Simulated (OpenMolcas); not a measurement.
# Yb4+: effect of the IPEA shift

```yaml
Program: OpenMolcas 26.06
Basis: ANO-RCC-VTZP [8s7p5d3f2g1h]
Scalar_Hamiltonian: DKH2, point nucleus
Active_space: 12 electrons in 7 orbitals (4f)
State_averaging: 2S+1 = 3 even, 21 roots; 2S+1 = 1 even, 28 roots (27 in the spin-orbit step)
Spin-orbit_coupling: RASSI with atomic mean-field integrals over the reference wave functions, term energies averaged over their components
```

Methods on the same reference wave functions:
A. CASSCF
B. SS-CASPT2, IPEA 0 Eh, imaginary shift 0.1 Eh (closed shells correlated: 5s 5p)
C. SS-CASPT2, IPEA 0.25 Eh, imaginary shift 0.1 Eh (closed shells correlated: 5s 5p)

Energies in cm⁻¹ above 4f¹² ³H₆, the measured ground level; measured values from the list in Tchang-Brillet, Wyart, Meftah and Ait Mammar, Atoms 6, 52 (2018).

```csv
Level,A,B,C,Measured
4f¹² ³H₆,0.0,0.0,0.0,0.0
4f¹² ³F₄ [55 %],7311,6410,6470,
4f¹² ³H₅,9630,9650,9650,9580
4f¹² ³H₄ [57 %],15132,14670,14700,14405
4f¹² ³F₃,18241,16760,16900,16372
4f¹² ³F₂,19563,17730,17870,16877
4f¹² ¹G₄ [56 %],24937,24720,24690,24193
4f¹² ¹I₆,45231,42700,42640,39038
4f¹² ³P₁,49817,44990,45280,
4f¹² ³P₂ [64 %],50891,46630,46850,43120
4f¹² ³P₀,51368,46540,46840,
```

Deviations, from unrounded energies. A percentage is the sum of absolute deviations over the sum of measured energies, with the sign that they share, or ± where signs differ.

```json
{"Against measurement": "mean absolute deviation (cm-1)", "Levels": "7", "A": "2900", "B": "1300", "C": "1400"}
{"Against measurement": "fine structure of the ground term (%)", "Levels": "2", "A": "+3.2", "B": "+1.4", "C": "+1.5"}
{"Against measurement": "other terms of the ground configuration (%)", "Levels": "5", "A": "+13.8", "B": "+6.4", "C": "+6.7"}
```

B, C lie about equally close to measurement and A furthest from it. The largest miss of B in the table is 4f¹² ¹I₆, by +3700 cm-1. The ranking rests on the paired levels alone, and a cruder setting can come out closer through cancelling errors.

Between B and C the level of the table that moves most is 4f¹² ³P₀, by 300 cm-1 (lowest in B, highest in C). Moves below CASPT2's spread within the term are not significant.

The mean deviations of B to C differ by less than CASPT2's widest spread within a term (1500 cm-1), so their order carries little weight.

From A to B the spin-free energies of the other terms of 4f¹² shown, above ³H, scale by factors of 0.83 to 0.99.

The lowest spin-free term lies below A's lowest term by 0.838 hartree in B, 0.834 hartree in C.

CASPT2 breaks the degeneracy within a term, and the mean is taken; among the terms shown or strongly mixed into the levels shown the widest spread is 1500 cm-1 (4f¹² ¹I, B). Some high roots are left out of the spin-orbit mixing, which shifts the levels that they would mix with. Without dynamic correlation excited terms often stand tens of per cent too high (terms of higher spin than the ground term too low), and those without a measured partner can miss by more than the paired ones (holds for A). The CASPT2 spread within a term exceeds the gap to the next term for 4f¹² ¹I and 4f¹² ³P, so the order of their levels is uncertain (holds for B). Computed and measured levels are paired by configuration, term and J; levels that our copy of the source lacks, or whose pairing is in doubt (as where it misses far off the trend of its configuration), stay unpaired and out of the deviations. Only configurations of the active space appear. The table leaves out levels that lie high or whose names do not pair safely across all columns.

A share in square brackets marks a mixed level and gives the weight of the term that names it, the lowest over the columns.
